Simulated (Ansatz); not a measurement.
A made-up structure of BHBrO (charge -1), singlet:

```xyz
4
angstrom
O 1.0591 -0.0893 -0.8610
B 0.1824 -0.2014 -0.0143
Br -0.9365 1.2283 -0.0663
H -0.3050 -0.9376 0.9415
```

It is relaxed with PBE-D4/def2-SVPD and then PBE0-D4/def2-TZVPD (Ansatz 0.2.0). Atoms count as bonded within 1.22 times the sum of their covalent radii (H–H: 0.88 Å). The end point is not checked to be a true minimum.

Q: Does its bonding change? (Judge from chemistry; the calculation decides.)

A: Computed: No: no bond forms or breaks.

Where it ends: The first stage lowers the energy by 1.23 eV in 8 steps. It ends as BHBrO ([O][BH][Br]), total charge -1:
O1  (1.176, -0.281, -0.825)
B2  (0.227, -0.246, -0.022)
Br3  (-1.194, 1.468, -0.014)
H4  (-0.210, -0.941, 0.861)
(Å)

Labels in which every atom is bracketed show which atoms are joined, not bond orders.

For scale, one of the runs: PBE0-D4/def2-TZVPD relaxation, 143 basis functions, launched by `ansatz run in.yaml --threads 2 --pin off --events-out ev --progress --plain --max-ram 4352MiB`. Hardware: 2 CPU threads of an Intel Xeon, shared host. Wall time about 39 s.
